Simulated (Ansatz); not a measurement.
The same hydrolysis along the group V, Nb, Ta.

Gas-phase electronic energies from Ansatz, PBE0-D4/def2-TZVP geometries. CBS: MP2 limit from def2 TZ/QZ plus the TZ coupled-cluster correction, frozen cores. This one scheme is used for every species. Functionals use def2-TZVPP. Elements past krypton have def2 core potentials. For Nb, Ta, V outer-core shells are correlated without core-valence functions, which leaves a few kJ/mol of doubt a bond. Scalar relativity is left out up to krypton. One conformer a species, not always the lowest.

```
                                                              reaction  revPBE-D4 (kJ/mol)
  `[NH]=[V]([NH2])([OH])[F]` + H₂O → `[NH]=[V]([NH2])([OH])[OH]` + H–F                  42
`[NH]=[Nb]([NH2])([OH])[F]` + H₂O → `[NH]=[Nb]([NH2])([OH])[OH]` + H–F                  45
`[NH]=[Ta]([NH2])([OH])[F]` + H₂O → `[NH]=[Ta]([NH2])([OH])[OH]` + H–F                  44
```

Question: Give the CCSD(T)/CBS values in the same order. (Estimate.)

Answer: The calculation gave: 33, 39, 37 kJ/mol.

Largest T1 diagnostic: 0.030, for `[NH]=[V]([NH2])([OH])[OH]`, so its coupled-cluster energy is less sure.
